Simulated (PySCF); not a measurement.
**Structure elucidation problem**

An unknown has the formula C$_{5}$H$_{9}$NO$_{2}$Si. Its calculated NMR data are:

¹H NMR (300 MHz, computed): δ 7.71 (d, 1H), 7.00 (d, 1H), 4.91 (s, 2H), 4.12 (m, 1H), 4.11 (m, 1H), 2.44 (s, 3H).

¹³C{¹H} NMR (computed): δ 245.9 (C), 168.4 (C), 157.4 (CH2), 81.1 (CH2), 40.2 (CH3).

- GFN2-xTB geometry
- GIAO PBE0/pcSseg-1 shieldings
- program: PySCF 2.14.0 with density-fitted response routines
- averaged over atoms made equivalent by symmetry, fast rotation or ring inversion, isolated molecule, single conformer, relativity neglected

δ = σ(ref) − σ, references computed at the same level: ¹H, ¹³C against TMS.

Choose the structure that fits.
A. C=CO[SiH2]CC(=O)N=C
B. COCc1cnoc1[SiH3]
C. C=C[Si@H](N=C)C(=O)OC
D. C=C1O[Si@@H](N)C=C[C@@H]1O
E. C=NC(=C)O[SiH2]C(C)=O
F. Oc1cnc(CC[SiH3])o1

Answers

E. 

Rings plus π bonds: 3 (no ring in the answer). 5 carbon signals for 5 carbons: no two carbons are equivalent. Carbon types of the structure: 2 × C, 2 × CH2, 1 × CH3, leaving 2 H on heteroatoms. δC 245.9: carbonyl carbon. δC 168.4: alkene carbon bearing oxygen; an sp2 carbon further deshielded by the attached heteroatom. δC 157.4: C=N carbon. δC 81.1: β carbon of an enol-ether or enamine type C=C; the O or N lone pair pushes π density onto this β carbon and shields it. δC 40.2: methyl carbon α to a carbonyl; the adjacent C=O deshields it moderately.

The others: C=CO[SiH2]CC(=O)N=C would give 7 signals for carbon-bound and other non-exchanging H, not 6; Oc1cnc(CC[SiH3])o1 would give 4 signals for carbon-bound and other non-exchanging H, not 6; C=C[Si@H](N=C)C(=O)OC would give 7 signals for carbon-bound and other non-exchanging H, not 6; COCc1cnoc1[SiH3] would give 4 signals for carbon-bound and other non-exchanging H, not 6; C=C1O[Si@@H](N)C=C[C@@H]1O has carbons computed at 161.5, 158.2, 147.9, 97.5, 73.3, with a different DEPT pattern.

Shifts are as computed. Against solution values, carbons near 30 ppm lie about +3 ppm off and those near 130 ppm about +5 ppm. Of 1211 compounds with measured shifts, 218 miss one by over three times the rms of a fit or turn the order of signals round; such compounds aren't used in these exercises. No couplings were computed; multiplicities are counted from neighbouring protons, with m where these are inequivalent, close in shift, in a saturated or five-membered ring or joined by F or P, and br s for small geminal =CH2 splittings.
